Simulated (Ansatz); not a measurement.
Ansatz results at the PBE0-D4/def2-TZVP geometry: ideal-gas entropy at 298 K and 1 bar (rigid rotor, harmonic PBE0-D4/def2-TZVP) 333 J/(mol·K); HOMO–LUMO gap (PBE0/def2-TZVPP) 5.91 eV; LUMO energy (B3LYP/def2-TZVPP) -0.40 eV.

Task: Which molecule gave them?
A. `F/C=C1\CCS1`
B. `Cl[SiH2][SnH3]`
C. `[NH2][GeH]([OH])[SH]`
D. `C[CH]1[NH][AlH]1`

Result: A. The others give `[NH2][GeH]([OH])[SH]`: 358, 7.68, -0.05; `C[CH]1[NH][AlH]1`: 302, 5.58, -0.96; `Cl[SiH2][SnH3]`: 351, 7.26, -0.81.

B3LYP here is the variant with VWN-RPA as its local correlation; programs differ in this.
